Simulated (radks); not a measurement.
Spherical quantum dot in the effective-mass picture: electrons in a parabolic well V = omega^2 r^2 / 2 with omega = 0.121, all in effective atomic units (hartree* = m*/eps^2 hartree, bohr* = eps/m* bohr), one dielectric constant everywhere. Calculated with a radial shooting solver with Libxc functionals: non-relativistic Kohn-Sham, LDA (Slater exchange, Perdew-Wang correlation), spin-polarised, spherical densities. Levels are named by radial order and angular momentum (1s, 1p, 1d, 2s, ...), and open shells are averaged over m. Results are scaled to m* = 0.446 and eps = 13.6, for which hartree* = 65.62 meV and bohr* = 1.614 nm. Each electron was tried in the lowest free levels, single moves between levels near the top were tried too, and the lowest total energy was kept; such a search can miss a lower state. At N = 1 the Hartree and exchange-correlation terms need not cancel, so that row can carry a self-interaction error.

N	open shells	2S	mu = E(N) - E(N-1) (meV)	addition energy mu(N+1) - mu(N) (meV)	rms radius (nm)
1	1s(up 1, down 0)	1	12.214	14.42	5.775
2	none	0	26.630	15.86	6.676
3	1p(up 1, down 0)	1	42.490	9.214	7.710
4	1p(up 2, down 0)	2	51.704	8.963	8.402
5	1p(up 3, down 0)	3	60.667	10.23	8.958
6	1p(up 3, down 1)	2	70.901	7.892	9.472
7	1p(up 3, down 2)	1	78.793	7.739	9.919
8	none	0	86.532	11.05	10.32
9	1d(up 1, down 0)	1	97.584	6.979	10.75
10	1d(up 2, down 0)	2	104.56	6.853	11.14
11	1d(up 3, down 0)	3	111.42	6.724	11.49
12	1d(up 4, down 0)	4	118.14	6.598	11.82
13	1d(up 5, down 0)	5	124.74	7.703	12.13
14	1d(up 5, down 1)	4	132.44	6.209	12.42
15	1d(up 5, down 2)	3	138.65	6.129	12.70
16	1d(up 5, down 3)	2	144.78	6.045	12.97
17	1d(up 5, down 4)	1	150.82	5.962	13.22
18	none	0	156.79	6.858	13.46
19	2s(up 1, down 0)	1	163.64	6.662	13.70
20	none	0	170.31	6.495	13.93
21	1f(up 1, down 0)	1	176.80	5.507	14.16
22	1f(up 2, down 0)	2	182.31	-	14.39

All shells are closed at N = 2, 8, 18, 20 (there: 1s2 1p6 1d10 2s2); the second difference of the energy has clear peaks (12 % above both neighbours; the first and last values, which can be the largest, are not judged, and half-filled shells can peak too) at N = 5, 8, 13.
